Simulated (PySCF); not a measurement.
Vertical excitations of a molecule C₂H₅FSi from TDDFT-ωB97X/def2-SVPD (PySCF), as energy in eV (oscillator strength): 6.94 (0.002), 7.30 (0.462), 7.53 (0.004), 8.27 (0.019), 8.28 (0.027), 8.79 (0.007), 8.87 (0.000), 9.20 (0.010), 9.22 (0.009), 9.40 (0.118). Lowest triplet (TDA): 4.29 eV. Geometry: B3LYP-D3(BJ)/def2-SVP. Other conformers were not sampled.

Q: Identify the compound among the candidates.
(A) F/C=C\[SiH3]
(B) C=C[SiH2]F
(C) C=C(F)[SiH3]

A: B, C=C[SiH2]F
